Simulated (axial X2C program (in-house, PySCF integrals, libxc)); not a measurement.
MgBi along the bond: HF, scalar-relativistic

Calculated with an axial X2C code built on PySCF integrals. Spin-free means the one-electron spin-free X2C Hamiltonian. Basis: Bi dyall-cv3z [12s14p10d6f1g], Mg dyall-cv3z [9s8p6d3f] (cores contracted in-house); Gaussian nuclei, density fitting, unrestricted open shells. Masses: Bi 208.980 u, Mg 23.985 u.

State: M_S = 3/2, Λ = 0 (beyond evenly filled blocks: σα, π+α, π-α). Dipoles are positive if Mg is the positive end.

Results along the bond:

```tsv
R (Å)	μ (D)	HOMO (eV)	LUMO (eV)	⟨S²⟩
2.476	0.855	-6.42	0.06	3.767
2.590	1.026	-6.48	0.14	3.772
2.675	1.129	-6.53	0.19	3.778
2.761	1.198	-6.57	0.23	3.786
2.846	1.226	-6.61	0.26	3.796
2.946	1.199	-6.65	0.26	3.812
3.045	1.109	-6.69	0.25	3.829
3.173	0.930	-6.73	0.25	3.851
3.330	0.684	-6.76	0.27	3.871
3.558	0.384	-6.79	0.32	3.877
```

One determinant describes the state; a PBE0 search over occupations chose it and may have missed a lower one. Other states lie close and PBE0, whose exact exchange favours high spin, may order them wrongly; the determinant shown need not be the ground state. The nearest other spin-free determinant of the search, M_S = 1/2, Λ = 0, lies 0.20 eV up at the distance of the search. The determinant is spin-polarised beyond a pure state at some levels (its spin-free form has ⟨S²⟩ too high), which makes Re and μ there less reliable.
